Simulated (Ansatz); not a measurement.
Basis sets compared for NbB7 (the lowest singlet isomer of a short search). Total charge 0; singlet. Geometry PBE-D4/def2-SVP. Ansatz on 2 threads of AMD EPYC 7R13 on a shared host; times are rough, and most runs start from earlier orbitals.

```xyz
8

Nb   -1.057   -0.929   -0.112
B    -0.211    0.791    1.044
B     1.347   -0.340   -0.233
B    -0.460   -0.556    1.914
B     0.658    0.104   -1.583
B     0.974   -0.602    1.279
B    -0.379    1.170   -0.494
B    -0.872    0.363   -1.814
```

In the def2 sets Nb takes a core potential; there is no spin–orbit coupling. The structure comes from a short search, and lower isomers may exist.

Binding counts from free atoms (Nb sextet, B doublet) in the same basis, without a counterpoise term.

```tsv
level	functions	energy (Eh)	HOMO (eV)	LUMO (eV)	binding per atom (eV)	wall time
PBE-D4/def2-SVP	129	-230.3394	-5.33	-4.00	4.92	2.1 s
PBE-D4/def2-TZVP (with forces)	257	-230.5302	-5.34	-4.01	4.83	6 s
r2SCAN-D4/def2-TZVP	257	-230.6769	-5.45	-3.88	4.62	8.5 s
PBE0-D4/def2-SVP	129	-230.3121	-6.18	-3.29	4.70	2.7 s
PBE0-D4/def2-TZVP	257	-230.5021	-6.15	-3.28	4.61	8 s
```

(1) Estimate the rows for PBE-D4/def2-TZVPD, r2SCAN-D4/def2-TZVPD, PBE0-D4/def2-TZVPD.

Results:

(1) 
```csv
level,functions,energy (Eh),HOMO (eV),LUMO (eV),binding per atom (eV),wall time
PBE-D4/def2-TZVPD,299,-230.5307,-5.34,-4.01,4.83,2.3 s
r2SCAN-D4/def2-TZVPD,299,-230.6772,-5.45,-3.88,4.62,3.2 s
PBE0-D4/def2-TZVPD,299,-230.5024,-6.15,-3.28,4.61,2.1 s
```
